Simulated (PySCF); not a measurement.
Molecule: `C[NH][GeH2][AsH2]`, CH₈AsGeN.

Bonds (- single, = double, # triple, : aromatic): C1-N2 1.442 Å, N2-Ge3 1.835 Å, Ge3-As4 2.428 Å. C1 carries H5, H6, H7; N2 carries H8; Ge3 carries H9, H10; As4 carries H11, H12.

Geometry PBE0-D3(BJ)/def2-SVP throughout; GIAO in PySCF, gas phase, one conformer, non-relativistic; equivalent atoms averaged; basis pcSseg-1.

**Question.** How do the shifts δ (against TMS, NH3, GeMe4, AsH3 at the same level) depend on the functional? (ppm; last column core-seconds on shared hosts with different chips, so compare them loosely; the GGAs took longer than the global hybrids here, which isn't the general rule, and the cause wasn't traced)

**Answer.** 
```
functional                    kind    C1    N2    Ge3    As4  H9/H10  H5/H6/H7  H11/H12     H8  core-s
        HF            Hartree–Fock  30.4  -6.2  -67.8  -56.9    4.64      2.36     1.81  -0.69      14
       LDA                     LDA  34.7  29.3  -66.2   21.6    5.81      2.74     2.22  -0.16      31
       PBE                     GGA  35.4  26.6  -69.7    0.2    5.47      2.70     1.97  -0.24      38
      BLYP                     GGA  36.2  31.5  -72.1   15.5    5.40      2.74     1.90  -0.19      35
      BP86                     GGA  35.8  25.1  -69.1    4.1    5.52      2.71     2.02  -0.20      37
      OPBE                     GGA  34.1  21.2  -66.6  -21.9    5.30      2.62     1.97  -0.25      33
       KT2                     GGA  35.9  23.4  -69.9   -3.9    5.44      2.72     1.94  -0.23      32
       KT3                     GGA  35.4  24.5  -70.2  -10.3    5.16      2.66     1.79  -0.24      33
     B97-D                     GGA  35.6  26.0  -68.8    6.8    5.41      2.71     1.99  -0.15      34
     B3LYP           global hybrid  34.7  21.2  -67.9   -2.4    5.20      2.62     1.89  -0.34      22
      PBE0           global hybrid  33.9  14.7  -65.8  -21.3    5.22      2.57     1.96  -0.41      25
  mPW1PW91           global hybrid  34.0  14.7  -64.3  -21.7    5.20      2.56     1.95  -0.40      23
      WP04           global hybrid  35.7  17.4  -63.3   -5.3    4.62      2.43     1.58  -0.15      16
     B97-2           global hybrid  34.2  15.7  -66.0  -18.3    5.18      2.58     1.94  -0.36      16
 BHandHLYP           global hybrid  32.9   9.6  -65.5  -24.7    4.94      2.50     1.85  -0.51      17
 CAM-B3LYP  range-separated hybrid  33.4  14.9  -68.2  -11.4    5.10      2.56     1.89  -0.48      23
   wB97X-D  range-separated hybrid  33.8   9.9  -68.3  -25.9    5.09      2.53     1.90  -0.49      22
   LC-wPBE  range-separated hybrid  31.9   3.4  -68.1  -41.3    4.97      2.42     1.92  -0.59      30
```

**Question.** Which nucleus moves most, in ppm?

**Answer.** As4 (arsenic bonded to Ge, 2 H): from -56.9 ppm with HF to 21.6 ppm with LDA. The smallest spread is 0.38 ppm, at H5/H6/H7. Proton shifts span only some 12 ppm, so a few tenths of a ppm matter as much there as several ppm in carbon.

Relativistic effects, spin–orbit coupling among them, are left out; they matter for As, Ge and for the light atoms bonded to it.
